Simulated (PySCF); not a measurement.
C₄H₄N, SMILES [c]1cc[nH]c1, doublet, PBE0/def2-SVP optimised geometry.

```
9

C      0.62     1.13     0.00
C      1.11    -0.15     0.00
N      0.00    -0.96     0.00
C     -1.14    -0.21     0.00
C     -0.78     1.13     0.00
H      2.12    -0.55     0.00
H      0.02    -1.97     0.00
H     -2.12    -0.68     0.00
H     -1.47     1.97     0.00
```

Density from unrestricted PBE0/def2-TZVP in PySCF 2.14.0 at that geometry.

Minimum of the electron density along straight lines between bonded atoms, close to the bond critical point (lines longer than 1.1 times the sum of covalent radii, or with two minima, are not listed):

```json
[
 {"bond": "C1–C2", "length / Å": "1.370", "ρ at the minimum / e bohr⁻³": "0.325", "∇²ρ there / e bohr⁻⁵": "-0.93", "position (fraction from the first atom)": "0.49"},
 {"bond": "C2–N3", "length / Å": "1.374", "ρ at the minimum / e bohr⁻³": "0.305", "∇²ρ there / e bohr⁻⁵": "-0.76", "position (fraction from the first atom)": "0.35"},
 {"bond": "N3–C4", "length / Å": "1.365", "ρ at the minimum / e bohr⁻³": "0.313", "∇²ρ there / e bohr⁻⁵": "-0.79", "position (fraction from the first atom)": "0.65"},
 {"bond": "C1–C5", "length / Å": "1.408", "ρ at the minimum / e bohr⁻³": "0.299", "∇²ρ there / e bohr⁻⁵": "-0.80", "position (fraction from the first atom)": "0.51"},
 {"bond": "C4–C5", "length / Å": "1.385", "ρ at the minimum / e bohr⁻³": "0.316", "∇²ρ there / e bohr⁻⁵": "-0.89", "position (fraction from the first atom)": "0.52"},
 {"bond": "C2–H6", "length / Å": "1.087", "ρ at the minimum / e bohr⁻³": "0.282", "∇²ρ there / e bohr⁻⁵": "-1.00", "position (fraction from the first atom)": "0.65"},
 {"bond": "N3–H7", "length / Å": "1.011", "ρ at the minimum / e bohr⁻³": "0.340", "∇²ρ there / e bohr⁻⁵": "-1.82", "position (fraction from the first atom)": "0.75"},
 {"bond": "C4–H8", "length / Å": "1.089", "ρ at the minimum / e bohr⁻³": "0.282", "∇²ρ there / e bohr⁻⁵": "-1.00", "position (fraction from the first atom)": "0.65"},
 {"bond": "C5–H9", "length / Å": "1.088", "ρ at the minimum / e bohr⁻³": "0.280", "∇²ρ there / e bohr⁻⁵": "-0.99", "position (fraction from the first atom)": "0.65"}
]
```
